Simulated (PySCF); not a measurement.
Computed IR spectrum (relative IR intensity) of a molecule C5H6F2. The structure is a stationary point at PBE-D3(BJ)/def2-SVP. Other conformers were not sampled. Method: PySCF with PBE-D3(BJ)/def2-SVP. Frequencies are harmonic and unscaled.

ν (cm⁻¹): 463 (vw), 601 (vw), 615 (w), 790 (m), 846 (m), 910 (m), 939 (w), 989 (vw), 1169 (s), 1272 (w), 1321 (m), 1339 (vw), 1378 (m), 1392 (w), 1396 (w), 1639 (w), 1708 (vs), 2974 (w), 3041 (vw) (against the strongest line: vs over 80 %, s over 45 %, m over 15 %, w over 4 %, vw less)

Problem. Identify the compound among the candidates.
(A) C=C(F)C/C=C/F
(B) C=CC(=C)C(F)F
(C) C=C(F)/C=C(\C)F
(D) C=C[C@@H]1CC1(F)F

Solution. C, C=C(F)/C=C(\C)F
